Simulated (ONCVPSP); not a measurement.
# Which setting gave this result? (xenon, ONCV)

Base potential:

xenon (Xe), optimised norm-conserving Vanderbilt (ONCV), made with ONCVPSP 4.0.1 (PBEsol, scalar-relativistic). Core [Kr], reference 4d10 5s2 5p6. Waves: 5s: rc 1.75 bohr, ncon 4, nbas 8, qcut 3.9 1/bohr, 2 projectors, debl 3.7 Ha; 5p: rc 2.10 bohr, ncon 4, nbas 8, qcut 4.1 1/bohr, 2 projectors, debl 2.9 Ha; 4d: rc 0.90 bohr, ncon 5, nbas 9, qcut 12 1/bohr, 1 projector. Local part: polynomial inside 0.80 bohr (lpopt 5, dvloc0 0 Ha). Core correction: none.

Cutoffs, loose and tight: the cutoffs (Ha) at which the residual kinetic energy of the hardest occupied pseudo-wave falls to 1 and 0.1 mHa per electron. They do not see the model core or the augmentation charge, which bear on the density cutoff. Test errors are all-electron minus pseudo excitation energies from the reference, over the configurations 4d10 5s2 5p5; 4d10 5s2 5p4; 4d10 5s2 5p3; 4d10 5s2 5p5.5; variants that change the core or the reference have their own tests. The largest error is taken over the tests solved by every variant that gives reliable tests at all, those not shown here included: 4d10 5s2 5p4; 4d10 5s2 5p5; 4d10 5s2 5p5.5.

Only the scale of all radii (base = 1) is moved (1 further runs of the sweep failed or gave no value and are left out):

| scale of all radii (base = 1) | cutoff, loose | cutoff, tight | bound ghosts | largest test error (meV) |
| --- | --- | --- | --- | --- |
| 0.84 | 371 Ha | 502 Ha | s, p | -7.4 |
| 0.93 | 65 Ha | 192 Ha | s, p | -8.8 |
| 1.04 | 61 Ha | 71 Ha | s, p | -14 |
| 1.11 | 60 Ha | 70 Ha | s, p | -18 |
| 1.18 | 59 Ha | 68 Ha | s, p | -26 |
| 1.27 | 58 Ha | 67 Ha | s | -7.9 |
| 1.31 | 58 Ha | 66 Ha | s | -27 |

Problem. One more run gave cutoff, loose: 62 Ha; cutoff, tight: 74 Ha; bound ghosts: s, p; largest test error (meV): -21. Which value of the scale of all radii (base = 1) was used?

Solution. 0.99. The tight cutoff moves one way along this sweep, from 502 Ha at 0.84 to 66 Ha at 1.31, which places the run between 0.93 and 1.04.
